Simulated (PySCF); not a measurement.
Compound: C3H12OSi3.
SMILES with atom numbers: `[CH2:1]=[CH:2][CH2:3][O:4][SiH2:5][SiH2:6][SiH3:7]` (hydrogens: H8, H9 on C1; H10 on C2; H11, H12 on C3; H13, H14 on Si5; H15, H16 on Si6; H17, H18, H19 on Si7)

Cartesian coordinates in Å at the GFN2-xTB level; atoms count from 1:
```
atom  x, y, z in Å
C1    -2.1396    1.4429   -0.1576
C2    -2.5925    0.3020    0.3232
C3    -1.7582   -0.9200    0.5664
O4    -0.4442   -0.8018    0.1261
Si5    0.1496   -1.1179   -1.3565
Si6    2.2986   -0.4068   -0.9710
Si7    2.6210    0.9029    0.9164
H8    -2.7841    2.2910   -0.3100
H9    -1.1013    1.5716   -0.4135
H10   -3.6328    0.1762    0.5920
H11   -1.7250   -1.1170    1.6473
H12   -2.2449   -1.7816    0.0891
H13   -0.0888   -2.5381   -1.6727
H14   -0.6190   -0.4181   -2.4005
H15    2.7582    0.3095   -2.1762
H16    3.2110   -1.5650   -0.9409
H17    2.9402    0.1112    2.1097
H18    1.4307    1.6907    1.2529
H19    3.7114    1.8774    0.7834
```

PySCF, density fitting, gas phase, GFN2-xTB geometry. The standard run uses grid level 2 after a coarse-grid start, the def2-universal JK fitting basis (with tight functions added where the orbital basis needs them), an energy threshold of 1e-9 Eh and DIIS. The changed runs have no coarse-grid stage.

Question: Standard PBE0/pcSseg-1: E = -1064.569018 Eh, HOMO -7.591 eV, LUMO -0.716 eV, dipole 1.351 D, 12 cycles (coarse-grid cycles included). What changes at PBE0/pcSseg-1 with: start guess huckel?

Answer: E = -1064.569018 Eh (0.000 mEh), HOMO -7.591 eV (0.000), LUMO -0.716 eV (0.000), dipole 1.351 D (0.000), 14 SCF cycles. The result matches the standard run within 0.02 mEh and 0.003 eV; such settings steer the iterations and don't enter the energy expression.

The cycles:
```
cycle   1  E = -1061.7129887302  dE =  2.536e-02  |g| = 3.626e+00  |ddm| = 5.073e+00
cycle   2  E = -1050.5097647251  dE =  1.120e+01  |g| = 5.188e+00  |ddm| = 1.915e+01
cycle   3  E = -1057.9905480200  dE = -7.481e+00  |g| = 3.253e+00  |ddm| = 2.067e+01
cycle   4  E = -1064.5027085877  dE = -6.512e+00  |g| = 4.894e-01  |ddm| = 8.853e+00
cycle   5  E = -1064.5429511688  dE = -4.024e-02  |g| = 3.002e-01  |ddm| = 9.710e-01
cycle   6  E = -1064.5664597700  dE = -2.351e-02  |g| = 9.253e-02  |ddm| = 3.849e-01
cycle   7  E = -1064.5681567832  dE = -1.697e-03  |g| = 5.468e-02  |ddm| = 9.178e-02
cycle   8  E = -1064.5688411905  dE = -6.844e-04  |g| = 2.327e-02  |ddm| = 5.920e-02
cycle   9  E = -1064.5689877652  dE = -1.466e-04  |g| = 1.064e-02  |ddm| = 3.453e-02
cycle  10  E = -1064.5690160683  dE = -2.830e-05  |g| = 3.147e-03  |ddm| = 1.245e-02
cycle  11  E = -1064.5690181514  dE = -2.083e-06  |g| = 5.111e-04  |ddm| = 3.776e-03
cycle  12  E = -1064.5690182108  dE = -5.939e-08  |g| = 1.592e-04  |ddm| = 7.647e-04
cycle  13  E = -1064.5690182176  dE = -6.801e-09  |g| = 3.430e-05  |ddm| = 2.163e-04
cycle  14  E = -1064.5690182179  dE = -3.051e-10  |g| = 7.078e-06  |ddm| = 4.375e-05
```
